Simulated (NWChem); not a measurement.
C₃H₇N; SMILES C1CCN1

```xyz
11

C     -0.1001     1.0742     0.0000
C      0.0794    -0.0406     1.0452
N     -0.2207    -1.0200     0.0000
C      0.0794    -0.0406    -1.0452
H      0.6280     1.8968     0.0000
H     -1.1179     1.4890     0.0000
H     -0.6056    -0.0501     1.9107
H      1.1190    -0.0767     1.4298
H      0.3254    -1.8778     0.0000
H      1.1190    -0.0767    -1.4298
H     -0.6056    -0.0501    -1.9107
```
Atoms are numbered in this order, from 1.

Results from NWChem. Structure relaxed at the PBE0/def2-SVP level. Level: PBE0/def2-SVP with COSMO at NWChem's default radii, gas-phase geometry; the question gives the dielectric constant.

**Question.** What does the run give for dielectric constant 3.9? Quantities: electrostatic solvation energy (kcal/mol); dipole in solution (D).

**Answer.** electrostatic solvation energy (kcal/mol): -2.3
dipole in solution (D): 1.42
